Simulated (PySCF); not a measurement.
# LiZn: from constants to spectrum

UHF-CCSD(T) constants of LiZn, ²Σ⁺ (doublet), unpaired electrons σ ↑ (basis Li jorge-DZP-DKH, Zn jorge-DZP-DKH; spin-free X2C with a Gaussian nucleus; PySCF 2.14; masses 7.0160 and 63.9291 u):

| Quantity | Value |
| --- | --- |
| ωe | 192.8 cm⁻¹ |
| ωexe | 5.43 cm⁻¹ |
| Be | 0.33701 cm⁻¹ |
| αe | 0.00998 cm⁻¹ |
| D (centrifugal) | 4.12e-06 cm⁻¹ |
| De to Li + Zn | 0.197 eV |

(1) Give the vibrational terms G(v) and spacings up to v = 4.

(2) How well does the Morse estimate ωe²/(4ωexe) reproduce De, and what is D0?

Correlated steps freeze 5 core orbitals. The bond is weak. Basis-set superposition, not corrected here, can be much of De in a small basis, most of all at correlated wavefunction levels. The state was picked by a PBE0 search and need not be the measured ground state.

Answers

(1) G(v) = ωe(v+½) − ωexe(v+½)².

| v | G(v) (cm⁻¹) | G(v) − G(v−1) | Bv (cm⁻¹) |
| --- | --- | --- | --- |
| 0 | 95 |  | 0.3320 |
| 1 | 277 | 182 | 0.3220 |
| 2 | 448 | 171 | 0.3121 |
| 3 | 608 | 160 | 0.3021 |
| 4 | 758 | 149 | 0.2921 |

(2) It gives 0.212 eV, 108 % of the computed De. D0 = De − G(0) = 0.197 − 0.012 = 0.185 eV.
